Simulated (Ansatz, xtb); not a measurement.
**Relative energy of two isomers of C6H9B**

Structure I: `B[C@@H]1CC[C@H]1C#C`, a singlet. Structure II: `B[C@@H]1CC[C@@H]1C#C`, a singlet. Both are isolated molecules in the gas phase, relaxed with PBE0-D3(BJ)/def2-SVP; each stands in its lowest conformer found.

Quicker runs give these differences E(II) − E(I): GFN2-xTB +1.17 kcal/mol; HF/STO-3G +0.48 kcal/mol (at GFN2-xTB geometries); r2SCAN-D4/def2-SVP +0.65 kcal/mol (at GFN2-xTB geometries).

Estimate E(II) − E(I) at the level CCSD(T)/def2-SVP + ΔMP2/def2-TZVPP.

Too close to call at this level: CCSD(T)/def2-SVP + ΔMP2/def2-TZVPP gives E(II) − E(I) = −0.02 kcal/mol.

How the difference moves with the method:

| level | geometry | E(II) − E(I) (kcal/mol) | departure from the last row (kcal/mol) | job, with rough time for the two |
| --- | --- | --- | --- | --- |
| GFN2-xTB | GFN2-xTB | +1.17 | +1.19 | optimisation, 0.94 s |
| HF/STO-3G | GFN2-xTB | +0.48 | +0.50 | single point, 1.3 s |
| r2SCAN-D4/def2-SVP | GFN2-xTB | +0.65 | +0.67 | single point, 9 s |
| PBE0-D3(BJ)/def2-SVP | PBE0-D3(BJ)/def2-SVP | +0.62 | +0.64 | optimisation, 4.7 min |
| HF/def2-SVP | PBE0-D3(BJ)/def2-SVP | +1.70 | +1.72 | part of the CCSD(T) run |
| MP2/def2-SVP | PBE0-D3(BJ)/def2-SVP | −0.09 | −0.07 | part of the CCSD(T) run |
| CCSD(T)/def2-SVP | PBE0-D3(BJ)/def2-SVP | +0.25 | +0.27 | single point |
| CCSD(T)/def2-SVP + ΔMP2/def2-TZVPP | PBE0-D3(BJ)/def2-SVP | −0.02 |  | single point, 3.5 min |

As drawn, both hold the same kinds of bond in the same numbers.

The largest departure from CCSD(T)/def2-SVP + ΔMP2/def2-TZVPP is that of HF/def2-SVP, 1.72 kcal/mol. The last row adds to CCSD(T) the change of the MP2 difference between the two basis sets, here −0.27 kcal/mol.

With thermal terms from frequencies at re-optimised GFN2-xTB minima (ideal gas, soft modes damped towards free rotors, one conformer each, 298.15 K, 1 atm): on the last row, ΔE + ΔZPE = +0.12, ΔH = +0.17, ΔG = +0.07 kcal/mol.

The correlated steps freeze 7 core orbitals. Programs: Ansatz 0.2.0, xtb 6.7.1; the last row on 2 threads of Intel(R) Xeon(R) Processor @ 2.50GHz (Skylake/Cascade Lake) on a shared host.
